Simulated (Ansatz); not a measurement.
Calculated with Ansatz (gas phase, PBE0-D4/def2-TZVP geometries, no zero-point term in ΔE). CCSD(T)/CBS is the MP2 limit (def2-TZVPP, def2-QZVPP) plus CCSD(T) − MP2 in def2-TZVPP, frozen cores. Functionals use def2-TZVPP. B3LYP here is the variant with VWN-RPA as its local correlation; programs differ in this. HSE06 is defined as in plane-wave codes. For Ge outer-core shells are correlated without core-valence functions, which leaves a few kJ/mol of doubt a bond. Scalar relativity is left out up to krypton. One conformer a species, not always the lowest.

`C[CH2][AlH][SH]` + `C=[N][GeH3]` → `C=[N][AlH][CH2]C` + `[SH][GeH3]`  (redistribution)

`C[CH2][AlH][SH]`:

Cartesian coordinates in Å:
```
C 1.321 0.311 -0.051
C 0.356 -0.872 -0.022
Al -1.554 -0.461 0.066
S -2.245 1.615 0.098
H 1.221 0.936 0.840
H 2.365 -0.012 -0.101
H 1.144 0.955 -0.917
H 0.506 -1.509 -0.904
H 0.582 -1.528 0.829
H -2.695 -1.559 0.118
H -1.001 2.122 0.042
```

`C=[N][GeH3]`:

Cartesian coordinates in Å:
```
C -0.464 1.093 -0.963
N -0.767 0.566 0.138
Ge 0.281 -0.821 0.805
H 0.394 0.801 -1.591
H -1.078 1.911 -1.360
H 1.441 -1.129 -0.169
H -0.629 -2.046 0.971
H 0.822 -0.374 2.170
```

`C=[N][AlH][CH2]C`:

```xyz
13

C     0.462    1.695   -2.748
N     0.224    1.362   -1.575
Al   -0.103    0.881    0.079
C     0.086   -1.007    0.562
C    -0.402   -1.379    1.963
H     1.467    1.989   -3.089
H    -0.317    1.721   -3.527
H    -0.530    2.042    1.071
H     1.145   -1.275    0.449
H    -0.434   -1.606   -0.195
H    -1.468   -1.170    2.090
H    -0.254   -2.441    2.182
H     0.123   -0.814    2.738
```

`[SH][GeH3]`:

Cartesian coordinates in Å:
```
S -1.174 -1.229 0.276
Ge 0.516 0.200 0.055
H -2.051 -0.461 -0.390
H 0.174 1.542 0.720
H 0.841 0.421 -1.430
H 1.694 -0.472 0.770
```

| level | ΔE (kcal/mol) | difference from CCSD(T)/CBS |
| --- | --- | --- |
| PBE-D4 | -0.7 | -1.5 |
| revPBE-D4 | -0.1 | -0.9 |
| BLYP-D4 | -1.6 | -2.4 |
| r2SCAN-D4 | -0.9 | -1.7 |
| B97M-V | -0.9 | -1.7 |
| PBE0-D4 | -0.5 | -1.3 |
| B3LYP-D4 | -1.5 | -2.3 |
| r2SCAN0-D4 | -0.8 | -1.6 |
| HSE06-D4 | -0.5 | -1.3 |
| BHLYP-D4 | -1.3 | -2.1 |
| ωB97X-V | -0.1 | -0.9 |
| ωB97M-V | -0.5 | -1.3 |
| B2PLYP | -1.0 | -1.8 |
| PBE-QIDH | 0.2 | -0.6 |
| PBE | -1.2 | -2.0 |
| revPBE | -1.5 | -2.3 |
| BLYP | -2.8 | -3.6 |
| r2SCAN | -1.0 | -1.8 |
| B3LYP | -2.4 | -3.2 |
| r2SCANh | -1.0 | -1.8 |
| r2SCAN0 | -0.9 | -1.7 |
| HSE06 | -0.9 | -1.7 |
| BHLYP | -2.0 | -2.8 |
| CAM-B3LYP | -1.9 | -2.7 |
| LC-ωPBE | -0.6 | -1.4 |
| RPA@PBE/def2-TZVPP | 1.0 | 0.2 |
| HF/def2-SVP | -2.3 | -3.1 |
| MP2/def2-SVP | 0.2 | -0.6 |
| CCSD/def2-SVP | -0.6 | -1.4 |
| CCSD(T)/def2-SVP | -0.3 | -1.1 |
| HF/def2-TZVPP | -1.3 | -2.1 |
| MP2/def2-TZVPP | 0.9 | 0.1 |
| SCS-MP2/def2-TZVPP | 0.5 | -0.3 |
| CCSD/def2-TZVPP | 0.3 | -0.5 |
| CCSD(T)/def2-TZVPP | 0.8 | 0.0 |
| HF/def2-QZVPP | -1.5 | -2.3 |
| MP2/def2-QZVPP | 0.9 | 0.1 |
| SCS-MP2/def2-QZVPP | 0.5 | -0.3 |
| MP2/CBS(def2) | 0.9 | 0.1 |
| CCSD/CBS(def2) | 0.3 | -0.5 |
| CCSD(T)/CBS | 0.8 | 0 |

Largest T1 diagnostic among the species: 0.013.

From BLYP to BHLYP (50 % exact exchange), in def2-TZVPP and without D4, ΔE moves by +0.8 kcal/mol. Leaving LDA and LC-ωPBE aside and taking each functional with its dispersion term where it has one, the values spread over 1.8 kcal/mol, from BLYP-D4 to PBE-QIDH.
